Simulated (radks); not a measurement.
The numbers below are computed, except where a source is named.
The cadmium ion Cd+ inside a hard spherical wall (all orbitals vanish at R), configuration held at [Kr] 4d10 5s1 and not refilled when levels cross. Level of theory: scalar-relativistic Kohn-Sham, LDA (Slater exchange, VWN5 correlation), spin-polarised, spherical densities, point nucleus; open shells are filled with parallel spins first (spin-orbit coupling, left out, can overturn this in heavy ions) (a radial shooting solver on a logarithmic mesh with Libxc functionals). Eigenvalues in eV for spin up, with the zero of energy where the potential of the charges vanishes at infinity; a dash marks a level that is unbound or too diffuse for the functional's potential to be trusted. A positive occupied level is held by the wall or, in an anion where self-interaction has pushed it up, behind a barrier. The pressure on the wall is -dE/dV.

[
 {"R (bohr)": "free", "E (hartree)": "-5589.28530", "kinetic (hartree)": "5814.579", "e(4s)": "-114.75", "e(4p)": "-75.919", "e(4d)": "-20.832", "e(5s)": "-13.809", "e(5p, empty)": "-7.925", "e(6s, empty)": "-3.355", "pressure (GPa)": "0"},
 {"R (bohr)": "12", "E (hartree)": "-5589.28529", "kinetic (hartree)": "5814.579", "e(4s)": "-114.75", "e(4p)": "-75.919", "e(4d)": "-20.832", "e(5s)": "-13.809", "e(5p, empty)": "-7.925", "e(6s, empty)": "-3.203", "pressure (GPa)": "< 0.0001"},
 {"R (bohr)": "10", "E (hartree)": "-5589.28529", "kinetic (hartree)": "5814.579", "e(4s)": "-114.75", "e(4p)": "-75.918", "e(4d)": "-20.831", "e(5s)": "-13.809", "e(5p, empty)": "-7.920", "e(6s, empty)": "-2.824", "pressure (GPa)": "0.000218"},
 {"R (bohr)": "8", "E (hartree)": "-5589.28512", "kinetic (hartree)": "5814.582", "e(4s)": "-114.74", "e(4p)": "-75.908", "e(4d)": "-20.821", "e(5s)": "-13.797", "e(5p, empty)": "-7.858", "e(6s, empty)": "-1.476", "pressure (GPa)": "0.0113"},
 {"R (bohr)": "7", "E (hartree)": "-5589.28431", "kinetic (hartree)": "5814.590", "e(4s)": "-114.70", "e(4p)": "-75.872", "e(4d)": "-20.787", "e(5s)": "-13.753", "e(5p, empty)": "-7.704", "e(6s, empty)": "0.273", "pressure (GPa)": "0.0788"},
 {"R (bohr)": "6", "E (hartree)": "-5589.28014", "kinetic (hartree)": "5814.626", "e(4s)": "-114.57", "e(4p)": "-75.741", "e(4d)": "-20.663", "e(5s)": "-13.569", "e(5p, empty)": "-7.225", "e(6s, empty)": "3.882", "pressure (GPa)": "0.548"},
 {"R (bohr)": "3.5", "E (hartree)": "-5588.94977", "kinetic (hartree)": "5816.391", "e(4s)": "-110.45", "e(4p)": "-71.739", "e(4d)": "-16.849", "e(5s)": "-5.850", "e(5p, empty)": "4.630", "e(6s, empty)": "51.080", "pressure (GPa)": "117"},
 {"R (bohr)": "3", "E (hartree)": "-5588.42064", "kinetic (hartree)": "5818.851", "e(4s)": "-106.31", "e(4p)": "-67.767", "e(4d)": "-12.826", "e(5s)": "3.129", "e(5p, empty)": "16.417", "e(6s, empty)": "87.172", "pressure (GPa)": "444"},
 {"R (bohr)": "2.5", "E (hartree)": "-5586.82907", "kinetic (hartree)": "5825.762", "e(4s)": "-97.652", "e(4p)": "-59.400", "e(4d)": "-3.739", "e(5s)": "24.762", "e(5p, empty)": "42.900", "e(6s, empty)": "158.13", "pressure (GPa)": "2040"},
 {"R (bohr)": "1.5", "E (hartree)": "-5555.55690", "kinetic (hartree)": "5939.382", "e(4s)": "-19.599", "e(4p)": "23.344", "e(4d)": "92.478", "e(5s)": "275.97", "e(5p, empty)": "313.66", "e(6s, empty)": "736.84", "pressure (GPa)": "110000"}
]
